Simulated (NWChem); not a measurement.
System meant: SiH₃TeCl; SMILES [SiH3][Te]Cl

NWChem input:

```
start job
memory heap 200 mb stack 900 mb global 1100 mb
geometry units angstroms noautoz
  Te     0.691317     0.061174    -0.017102
  Cl    -1.072252     1.672850     0.023808
  Si    -0.950250    -1.834736    -0.003942
  H     -1.777742    -1.788546     1.233900
  H     -0.109688    -3.069905    -0.027507
  H     -1.818804    -1.769757    -1.212458
end
basis spherical
  * library def2-svp
end
ecp
  Te library def2-ecp
end
dft
  odft
  mult 2
  xc xpbe96 cpbe96
  iterations 150
  mulliken
end
task dft energy
```

End of the output:

```
 Summary of "ao basis" -> "" (spherical)
 ------------------------------------------------------------------------------
       Tag                 Description            Shells   Functions and Types
 ---------------- ------------------------------  ------  ---------------------
 *                          def2-svp                  on all atoms

 Summary of "ao basis" -> "ao basis" (spherical)
 ------------------------------------------------------------------------------
       Tag                 Description            Shells   Functions and Types
 ---------------- ------------------------------  ------  ---------------------
 Te                         def2-svp                10       26   4s4p2d
 Cl                         def2-svp                 8       18   4s3p1d
 Si                         def2-svp                 8       18   4s3p1d
 H                          def2-svp                 3        5   2s1p

 Summary of "ao basis" -> "ao basis" (spherical)
 ------------------------------------------------------------------------------
       Tag                 Description            Shells   Functions and Types
 ---------------- ------------------------------  ------  ---------------------
 Te                         def2-svp                10       26   4s4p2d
 Cl                         def2-svp                 8       18   4s3p1d
 Si                         def2-svp                 8       18   4s3p1d
 H                          def2-svp                 3        5   2s1p

      Symmetry analysis of basis
      --------------------------

        a'         53
        a"         24

  number of electrons :                   58
  multiplicity        :                    2
 ------------------------------------------------------------------------
  no. of electrons and multiplicity not compatible                  58
 ------------------------------------------------------------------------
 ------------------------------------------------------------------------
  current input line :
    24: task dft energy
 ------------------------------------------------------------------------
 ------------------------------------------------------------------------
 There is an error in the input file
 ------------------------------------------------------------------------
 For more information see the NWChem manual at https://nwchemgit.github.io

0: no. of electrons and multiplicity not compatible:Received an Error in Communication
```

Task: What is wrong, and how is it mended?

Result: The program refused the input. Cause: the multiplicity doesn't fit the number of electrons (an even count wants an odd multiplicity, and the reverse). This input runs:
```
start job
memory heap 200 mb stack 900 mb global 1100 mb
geometry units angstroms noautoz
  Te     0.691317     0.061174    -0.017102
  Cl    -1.072252     1.672850     0.023808
  Si    -0.950250    -1.834736    -0.003942
  H     -1.777742    -1.788546     1.233900
  H     -0.109688    -3.069905    -0.027507
  H     -1.818804    -1.769757    -1.212458
end
basis spherical
  Te library def2-svp
  Cl library def2-svp
  Si library def2-svp
  H library def2-svp
end
ecp
  Te library def2-ecp
end
dft
  xc xpbe96 cpbe96
  iterations 150
  mulliken
end
task dft energy
```
It converges to -1018.94153 Ha (PBE/def2-SVP with def2 effective core potentials on Te).
